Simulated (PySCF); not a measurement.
A species of formula C2H6O3Si has this rotational fingerprint, computed with PBE0-D3(BJ)/def2-SVP geometry optimisation, gas phase (PySCF):

```
Rotational constants : A = 6821, B = 1819, C = 1481 MHz
Dipole components    : |μa| = 2.53 D, |μb| = 2.48 D, |μc| = 1.40 D
Inertial defect      : -10.82 u·Å²
κ                    : -0.87
```

Question: Which structure is it? (One computed conformer of each.)
A. `[O:1]=[CH:2][CH2:3][O:4][SiH2:5][OH:6]` with O1–C2–C3–O4 4°, C2–C3–O4–Si5 -15°, C3–O4–Si5–O6 -171°, O4–Si5–O6–H 61°
B. `[CH3:1][C:2](=[O:3])[O:4][SiH2:5][OH:6]` with C1–C2–O4–Si5 -179°, C2–O4–Si5–O6 -4°, O4–Si5–O6–H 4°

Answer: A. It is O=CCO[SiH2]O, an asymmetric top. The candidates at the same level (rigid rotor, commonest isotopes):

```csv
SMILES,A (MHz),B (MHz),C (MHz),μa (D),μb (D),μc (D),Δ (u·Å²),point group,rotor
CC(=O)O[SiH2]O,6332,1945,1530,1.75,1.95,0.03,-9.23,near Cs,asymmetric top
O=CCO[SiH2]O,6821,1819,1481,2.53,2.48,1.40,-10.82,–,asymmetric top
```

`CC(=O)O[SiH2]O` has A 7 % too low. No structure here is proved a minimum.
